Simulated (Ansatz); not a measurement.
Born–Oppenheimer molecular dynamics of BrClH5NO2Zr (11 atoms, charge 0, multiplicity 1). It starts at the highest image of a converged band. Of that band: A vibrational analysis at the climbing image gives no mode beyond 40i cm⁻¹: the surface is too flat there to confirm a saddle point.

Theory: RHF/def2-SVP in Ansatz 0.2.0.

| Quantity | Value |
| --- | --- |
| ensemble | NVE (velocity Verlet) |
| time step | 0.5 fs |
| steps asked | 200 |
| starting velocities drawn for | 100 K |
| seed | 4008 |

First frame:

```xyz
11
Properties=species:S:1:pos:R:3
Zr -0.412 -0.287 0.095
N -0.178 0.265 2.071
H -0.810 0.884 2.554
H 0.348 -0.240 2.765
O 1.272 -0.077 -0.787
H 2.116 0.120 -1.152
Cl -2.100 1.188 -0.795
O -0.954 -2.122 -0.009
H -1.186 -3.033 -0.011
Br 2.668 2.655 2.184
H 1.539 1.798 2.120
```

(1) How far do the bonds stretch over the last three quarters of this one trajectory? (Pairs bonded in most of those frames.)

## Answers

(1) 
| bond | mean (Å) | spread (Å) | shortest | longest |
| --- | --- | --- | --- | --- |
| Zr1–N2 | 2.069 | 0.025 | 2.02 | 2.10 |
| Zr1–O5 | 1.906 | 0.002 | 1.90 | 1.91 |
| Zr1–Cl7 | 2.428 | 0.012 | 2.40 | 2.44 |
| Zr1–O8 | 1.916 | 0.016 | 1.89 | 1.94 |
| N2–H3 | 1.007 | 0.010 | 0.99 | 1.02 |
| N2–H4 | 1.008 | 0.009 | 0.99 | 1.02 |
| O5–H6 | 0.941 | 0.003 | 0.94 | 0.95 |
| O8–H9 | 0.940 | 0.013 | 0.92 | 0.96 |
| Br10–H11 | 1.416 | 0.009 | 1.40 | 1.43 |

Mean temperature of the second half: 49 K. The conserved energy stayed within 0.071 meV per atom of its start (net change 0.035 meV per atom), so the integration is sound. A run of 0.1 ps of so small a system gives no equilibrium averages. The orbitals stay closed-shell, which can raise the energy where a bond breaks towards radicals; this wasn't checked here.

Run time: 7 min on 4 threads of Arm Neoverse V1, on a shared host, peak memory 0.47 GiB.
